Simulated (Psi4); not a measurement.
Dimer: H2O (SMILES O) (first 3 atoms) with HBr (SMILES Br); geometry from B3LYP-D3(BJ)/def2-TZVP.
(charge 0, multiplicity 1):
```xyz
5

O     -0.182     0.392     0.471
H      0.740     0.474     0.201
H     -0.502     1.292     0.602
Br    -0.451    -1.381     3.262
H     -0.365    -0.644     2.018
```

Computed with SAPT0/aug-cc-pVDZ (Psi4).

Problem. Give the four SAPT terms and the total, and say what mostly holds the pair together.

Solution. electrostatics -457.0, exchange 551.1, induction -205.4, dispersion -131.5, total -242.8 meV; the largest attraction is electrostatics.
